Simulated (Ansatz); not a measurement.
`CC(F)BF` → `CCB(F)F`  (isomerisation)

Computed with Ansatz on PBE0-D4/def2-TZVP structures; ΔE is electronic, products minus reactants. CCSD(T)/CBS adds triple-zeta CCSD(T) − MP2 to the extrapolated MP2 energy (def2 sets, frozen cores). Functionals use def2-TZVPP. B3LYP here is the variant with VWN-RPA as its local correlation; programs differ in this. Each species was taken in one conformer, which may not be the lowest.

CCSD(T)/CBS gives -2.60 eV.

Another level gave -2.52 eV. Which?
A. B3LYP/def2-TZVPP
B. MP2/def2-TZVPP
C. CCSD/def2-TZVPP
D. PBE0-D4/def2-TZVPP

A. B3LYP -2.52, PBE0-D4 -2.57, MP2/def2-TZVPP -2.69, CCSD/def2-TZVPP -2.61 eV.

Largest T1 diagnostic among the species: 0.012.

From PBE to PBE0 (25 % exact exchange), in def2-TZVPP and without D4, ΔE moves by −0.06 eV. In def2-TZVPP, CCSD(T) changes the Hartree–Fock value by −0.03 eV (the triples alone add +0.00 eV) and MP2 by −0.12 eV.
